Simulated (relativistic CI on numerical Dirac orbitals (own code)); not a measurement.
**One change at a time: Hg XXIII**

Base calculation: Dirac-Coulomb-Breit CI, KLI orbitals optimised for each configuration, QED by a radiative potential, unscaled Slater integrals.

Configurations in the expansion (outside the closed core [Ar] 3d10): 4s2 4p6 4d10 4f12, 4s2 4p6 4d10 4f11 5s, 4s2 4p6 4d10 4f10 5s2, 4s2 4p6 4d10 4f11 5p, 4s2 4p6 4d10 4f10 5s 5p, 4s2 4p6 4d9 4f13, 4s2 4p6 4d8 4f14, 4s2 4p6 4d10 4f11 5f, 4s2 4p5 4d10 4f13, 4s2 4p6 4d10 4f11 6s, 4s2 4p6 4d9 4f12 5s, 4s2 4p6 4d10 4f11 6p, 4s 4p6 4d10 4f13, 4s2 4p4 4d10 4f14, 4s2 4p5 4d9 4f14, 4p6 4d10 4f14. Levels of other configurations are missing.

Variants: (1) QED terms removed; (2) only the first 3 configurations. Shifts of the energy above 4s2 4p6 4d10 4f12 3H_6, in cm⁻¹, for the lowest level and the first level of each name with at least 55 % of one term (blank where a level changes its place among those of its configuration and J or its character, or is not in the variant):

```csv
Level,Base,Δ(1),Δ(2)
4s2 4p6 4d10 4f12 3H_6,0,0,0
4s2 4p6 4d10 4f12 3F_4,10091,+8,+1413
4s2 4p6 4d10 4f12 3H_5,32348,-129,-5
4s2 4p6 4d10 4f12 3F_3,45591,-129,+1254
4s2 4p6 4d10 4f12 3P_0,84931,-42,+4616
4s2 4p6 4d10 4f12 1I_6,88588,-121,+118
4s2 4p6 4d10 4f12 3P_1,95332,-129,+3471
4s2 4p6 4d10 4f12 1S_0,181207,-217,+9632
4s2 4p6 4d10 4f11 5s 5I°_8,357606,-3757,-101
4s2 4p6 4d10 4f11 5s 5I°_6,391306,-3837,-74
4s2 4p6 4d10 4f11 5s 5F°_3,423716,-3846,-20
4s2 4p6 4d10 4f11 5s 3K°_8,436377,-3859,-36
4s2 4p6 4d10 4f11 5s 3K°_7,441011,-3859,+9
4s2 4p6 4d10 4f11 5s 3P°_0,455525,-3873,-21
4s2 4p6 4d10 4f11 5s 3K°_6,457125,-3905,-15
4s2 4p6 4d10 4f11 5s 5D°_4,466398,-3875,+22
4s2 4p6 4d10 4f11 5s 3L°_9,470274,-3868,-11
4s2 4p6 4d10 4f11 5s 3I°_5,471840,-3863,+25
4s2 4p6 4d10 4f11 5s 3L°_8,475331,-3868,+40
```

At this charge transitions that keep the count of f electrons are usually good to a few per cent. Terms inside the open d or f shell come out 10 to 20 % too wide with unscaled integrals. Levels that differ in their count of f electrons can be misplaced by several ten thousand cm⁻¹, since the correlation energy of f electrons is missing or only estimated; rates across such gaps can be off by orders of magnitude.

Ionisation energy from one configuration of each of the two ions, the ground ones as tabulated or assumed: base 659.183 eV. The NIST ASD value (theoretical) is 650 ± 30 eV.

LS names give the leading component of a level, which can be under half, so a name can repeat, a term be missing and a line seem to break the LS rules.
